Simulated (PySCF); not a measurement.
Compound: C6H7FNO (doublet state).
Z-matrix (Å and degrees, GFN2-xTB geometry), rows numbered from 1:
```
F 
C   1  1.3300
C   2  1.3766  1  132.06
C   3  1.4694  2  127.89  1     1.82
C   4  1.5057  3  120.13  2   -35.33
C   5  1.4928  4   60.27  3   109.24
C   3  1.3895  2  105.19  1  -177.83
N   7  1.4056  3  109.48  2    -3.91
O   2  1.3835  1  115.42  3  -177.77
H   4  1.0823  3  112.75  2   179.51
H   5  1.0792  4  117.91  6   108.94
H   5  1.0788  4  117.78  6  -108.06
H   6  1.0791  4  117.87  5  -109.00
H   6  1.0787  4  117.73  5   108.10
H   7  1.0669  3  130.69  2  -178.91
H   8  1.0205  7  117.78  3   129.46
```

The hyperfine couplings belong to this conformer and change with its torsions.

The species is `C1([CH]NOC=1F)C1CC1` [radical].

Method: PySCF 2.14.0, UKS B3LYP, pcH-1 on C F H N O, non-relativistic, mean-field spin-orbit, GIAO. Isolated species at its GFN2-xTB geometry (one conformer only). The geometry wasn't refined by DFT: couplings that depend on bond lengths, twists or pyramidal angles can differ widely from those at the functional's own minimum. No stability test was run, so a lower SCF solution isn't excluded.

(1) Predict the first-order ENDOR lines of N8, F1, H16, H15, H10 and H12/H14 under fast tumbling at B = 342.9 mT (X band).

(2) Which pairs are centred on the nuclear Larmor frequency, and which on half the coupling?

(3) At what field would the lower line of F1 fall to zero frequency?

## Answers

(1) ν± = |νn ± a/2|, one line for each electron-spin manifold; νn = |g_N| × 7.62259 MHz/T × B.

| nuclei | isotope | g_N | νn (MHz) | a_iso (MHz) | lower line (MHz) | upper line (MHz) |
| --- | --- | --- | --- | --- | --- | --- |
| N8 | 14N | 0.4038 | 1.06 | 31.21 | 14.55 | 16.66 |
| F1 | 19F | 5.2577 | 13.74 | 72.87 | 22.69 | 50.18 |
| H16 | 1H | 5.5857 | 14.60 | 87.07 | 28.94 | 58.14 |
| H15 | 1H | 5.5857 | 14.60 | -38.81 | 4.80 | 34.00 |
| H10 | 1H | 5.5857 | 14.60 | -1.98 | 13.61 | 15.59 |
| H12/H14 | 1H | 5.5857 | 14.60 | 1.17 | 14.02 | 15.18 |

(2) Centred on νn, since |a| < 2νn: H10 and H12/H14. Centred on |a|/2 and split by 2νn: N8, F1, H16 and H15.

(3) Where νn = |a|/2, that is B = 36.44 MHz/(5.2577 × 7.62259 MHz/T) = 909 mT, as far as first order holds there.

Nuclei that the bonding pattern makes equivalent are averaged, as if the motion that swaps them (rotation, inversion, ring flip) were fast.

The largest Mulliken spin populations are on C7 (+0.54), C2 (+0.42), C3 (-0.19) and N8 (+0.11). The angles at C7 add up to 359.8°, so it is planar.

Hardware: one thread, Intel Xeon 6975P-C (x86_64), on a shared host. Cost: 58 s (with the writing of density and orbital grids), 1.1 GiB resident at most.
